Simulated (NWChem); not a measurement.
System: C4H4ClF; SMILES C(=C(Cl)C)=CF

Input file for NWChem:

```
start job
memory heap 200 mb stack 900 mb global 1100 mb
geometry units angstroms
  C     -1.834797    -1.122919     0.345711
  C     -0.713163    -0.232835    -0.067220
  Cl    -1.214811     1.321574    -0.691893
  C      0.551549    -0.523302    -0.025876
  C      1.823296    -0.776690     0.014351
  F      2.586562    -0.508065     1.092267
  H     -1.445860    -2.065153     0.721838
  H     -2.422064    -0.637702     1.123313
  H     -2.489259    -1.313031    -0.503221
  H      2.396011    -1.246299    -0.774498
end
basis spherical
  * library def2-svp
end
dft
  xc xpbe96 cpbe96
  disp vdw 4
  iterations 150
end
driver
  maxiter 120
end
task dft optimize
task dft freq
```

Output (shortened):

```
             Northwest Computational Chemistry Package (NWChem) 7.3.0
             --------------------------------------------------------

 C1  symmetry detected

                             Geometry "geometry" -> ""
                             -------------------------

 Output coordinates in angstroms (scale by  1.889725989 to convert to a.u.)

  No.       Tag          Charge          X              Y              Z
 ---- ---------------- ---------- -------------- -------------- --------------
    1 C                    6.0000    -1.74050935     1.18209599     0.15585100
    2 C                    6.0000    -0.39576560     0.56959583    -0.03736433
    3 Cl                  17.0000     0.93508132     1.69998767     0.05810909
    4 C                    6.0000    -0.15129625    -0.68057188    -0.28814767
    5 C                    6.0000     0.12840157    -1.92476274    -0.52673172
    6 F                    9.0000     0.34269304    -2.82484370     0.45335538
    7 H                    1.0000    -2.51237378     0.42079523     0.08377550
    8 H                    1.0000    -1.79105230     1.65711465     1.13400519
    9 H                    1.0000    -1.91215937     1.94620169    -0.60034167
   10 H                    1.0000     0.18998331    -2.37845185    -1.50713557

 Effective nuclear repulsion energy (a.u.)     255.4324213951

                                Z-matrix (autoz)
                                --------

 Units are Angstrom for bonds and degrees for angles

      Type          Name      I     J     K     L     M      Value
      ----------- --------  ----- ----- ----- ----- ----- ----------
    1 Stretch                  1     2                       1.49024
    2 Stretch                  1     7                       1.08653
    3 Stretch                  1     8                       1.08857
    4 Stretch                  1     9                       1.08865
    5 Stretch                  2     3                       1.74873
    6 Stretch                  2     4                       1.29830
    7 Stretch                  4     5                       1.29737
    8 Stretch                  5     6                       1.34783
    9 Stretch                  5    10                       1.08204
   10 Bend                     1     2     3               114.45488
   11 Bend                     1     2     4               126.20882
   12 Bend                     2     1     7               110.14843
   13 Bend                     2     1     8               109.73991
   14 Bend                     2     1     9               109.91948
   15 Bend                     2     5     6               122.46657
   16 Bend                     2     5    10               125.82436
   17 Bend                     3     2     4               119.32001
   18 Bend                     4     5     6               122.75052
   19 Bend                     4     5    10               125.52071
   20 Bend                     5     2     1               126.99147
   21 Bend                     5     2     3               118.54436
   22 Bend                     6     5    10               111.70366
   23 Bend                     7     1     8               109.41297
   24 Bend                     7     1     9               109.49376
   25 Bend                     8     1     9               108.09292
   26 Torsion                  1     2     5     6         -90.05649
   27 Torsion                  1     2     5    10          89.02563
   28 Torsion                  2     1     4     5         178.76481
   29 Torsion                  3     2     1     7        -179.95871
   30 Torsion                  3     2     1     8         -59.44099
   31 Torsion                  3     2     1     9          59.30844
   32 Torsion                  3     2     5     6          91.11847
   33 Torsion                  3     2     5    10         -89.79941
   34 Torsion                  2     3     4     5        -178.98356
   35 Torsion                  4     2     1     7           1.53008
   36 Torsion                  4     2     1     8         122.04780
   37 Torsion                  4     2     1     9        -119.20278
   38 Torsion                  2     4     6     5        -176.84320
   39 Torsion                  2     4    10     5         176.19020

  pbe96 is a nonlocal functional; adding pw91lda local functional.

                           NWChem Geometry Optimization
                           ----------------------------

 maximum gradient threshold         (gmax) =   0.000450
 rms gradient threshold             (grms) =   0.000300
 maximum cartesian step threshold   (xmax) =   0.001800
 rms cartesian step threshold       (xrms) =   0.001200
 fixed trust radius                (trust) =   0.300000
 source of zmatrix                         =   autoz

          -------------------
          Energy Minimization
          -------------------

 Using diagonal initial Hessian
 Scaling for Hessian diagonals: bonds = 1.00  angles = 0.25  torsions = 0.10

          --------
          Step   0

                                 NWChem DFT Module
                                 -----------------

 Summary of "ao basis" -> "ao basis" (spherical)
 ------------------------------------------------------------------------------
       Tag                 Description            Shells   Functions and Types
 ---------------- ------------------------------  ------  ---------------------
 C                          def2-svp                 6       14   3s2p1d
 Cl                         def2-svp                 8       18   4s3p1d
 F                          def2-svp                 6       14   3s2p1d
 H                          def2-svp                 3        5   2s1p

[...]

      ----------------------
      Optimization converged
      ----------------------

  Step       Energy      Delta E   Gmax     Grms     Xrms     Xmax
  ---- ---------------- -------- -------- -------- -------- --------
@    8    -713.99319391 -1.7D-07  0.00005  0.00001  0.00041  0.00086
                                     ok       ok       ok       ok

                                Z-matrix (autoz)
                                --------

 Units are Angstrom for bonds and degrees for angles

[...]

 Rotational Constants
 --------------------
 A=   0.174511 cm-1  (  0.251076 K)
 B=   0.046293 cm-1  (  0.066604 K)
 C=   0.038585 cm-1  (  0.055514 K)

 Temperature                      =   298.15K
 frequency scaling parameter      =   1.0000

 Zero-Point correction to Energy  =   41.381 kcal/mol  (  0.065946 au)
 Thermal correction to Energy     =   45.662 kcal/mol  (  0.072766 au)
 Thermal correction to Enthalpy   =   46.254 kcal/mol  (  0.073710 au)

 Total Entropy                    =   82.751 cal/mol-K
   - Translational                =   39.874 cal/mol-K (mol. weight = 105.9985)
   - Rotational                   =   28.027 cal/mol-K (symmetry #  =        1)
   - Vibrational                  =   14.851 cal/mol-K

 Cv (constant volume heat capacity) =   22.629 cal/mol-K
   - Translational                  =    2.979 cal/mol-K
   - Rotational                     =    2.979 cal/mol-K
   - Vibrational                    =   16.670 cal/mol-K

[normal modes left out]

 ----------------------------------------------------------------------------
 Normal Eigenvalue ||           Projected Infra Red Intensities
  Mode   [cm**-1]  || [atomic units] [(debye/angs)**2] [(KM/mol)] [arbitrary]
 ------ ---------- || -------------- ----------------- ---------- -----------
    1       -0.000 ||    0.001312           0.030         1.279       0.509
    2       -0.000 ||    0.000001           0.000         0.001       0.000
    3       -0.000 ||    0.000074           0.002         0.072       0.029
    4       -0.000 ||    0.000188           0.004         0.184       0.073
    5       -0.000 ||    0.000132           0.003         0.129       0.051
    6        0.000 ||    0.000086           0.002         0.084       0.033
    7      103.636 ||    0.000143           0.003         0.139       0.055
    8      123.743 ||    0.001456           0.034         1.419       0.564
    9      186.282 ||    0.000418           0.010         0.408       0.162
   10      276.119 ||    0.003908           0.090         3.810       1.515
   11      300.975 ||    0.002213           0.051         2.157       0.858
   12      419.221 ||    0.002226           0.051         2.170       0.863
   13      480.927 ||    0.007594           0.175         7.403       2.944
   14      555.267 ||    0.018742           0.432        18.270       7.266
   15      650.749 ||    0.071094           1.640        69.306      27.561
   16      809.764 ||    0.009176           0.212         8.945       3.557
   17      895.279 ||    0.029058           0.670        28.327      11.265
   18      996.452 ||    0.001817           0.042         1.772       0.705
   19     1054.919 ||    0.160722           3.708       156.680      62.306
   20     1090.501 ||    0.135631           3.129       132.219      52.579
   21     1230.210 ||    0.007390           0.170         7.204       2.865
   22     1330.685 ||    0.008673           0.200         8.455       3.362
   23     1382.380 ||    0.007325           0.169         7.141       2.840
   24     1388.464 ||    0.011545           0.266        11.254       4.475
   25     1435.788 ||    0.038180           0.881        37.220      14.801
   26     2027.585 ||    0.233400           5.385       227.530      90.481
   27     2975.662 ||    0.007386           0.170         7.200       2.863
   28     3058.093 ||    0.002708           0.062         2.640       1.050
   29     3091.818 ||    0.006916           0.160         6.742       2.681
   30     3096.052 ||    0.004348           0.100         4.239       1.686
 ----------------------------------------------------------------------------
```

Level: PBE-D3(BJ)/def2-SVP.
